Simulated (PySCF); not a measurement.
CH8N2OSi, SMILES N(C)[Si@H](O)N. Atoms are numbered in the order given.

```xyz
13

C      2.0384    -0.5858     1.1129
N      1.1735     0.1956     0.2531
Si    -0.5211    -0.0101     0.0481
N     -1.1506     1.5171    -0.4095
O     -1.0681    -1.0080    -1.1805
H      1.4303    -1.1153     1.8640
H      2.7516     0.0499     1.6676
H      2.6257    -1.3505     0.5691
H      1.6631     0.7555    -0.4377
H     -0.9672    -0.6374     1.3329
H     -2.0196     1.5951    -0.9237
H     -0.8916     2.3725     0.0654
H     -1.1427    -1.9387    -0.9500
```
Charge 0, spin multiplicity 1.

The structure is a stationary point at ωB97X-D3(BJ)/def2-SVP. The structure was generated by enumeration; whether it is a known compound was not checked. One conformer was computed; it need not be the lowest.

Computed with PBE/def2-TZVP run with PySCF.

Atomic charges (e):

```
atom  Löwdin  Mulliken
----  ------  --------
C1     -0.37     -0.27
N2     -0.09     -0.36
Si3    -0.11      0.48
N4     -0.23     -0.58
O5     -0.12     -0.48
H6      0.12      0.12
H7      0.11      0.12
H8      0.10      0.11
H9      0.17      0.20
H10    -0.05     -0.09
H11     0.16      0.23
H12     0.15      0.22
H13     0.17      0.30
```

Computed Mayer and Wiberg (Löwdin basis) orders of the bonds:
```
bond     Mayer  Wiberg
-------  -----  ------
C1–N2     0.99    1.43
N2–Si3    1.19    1.44
Si3–N4    1.17    1.54
Si3–O5    1.22    1.65
C1–H6     0.96    0.91
C1–H7     0.96    0.93
C1–H8     0.96    0.93
N2–H9     0.91    0.89
Si3–H10   0.90    0.88
N4–H11    0.92    0.95
N4–H12    0.92    0.96
O5–H13    0.89    1.03
```
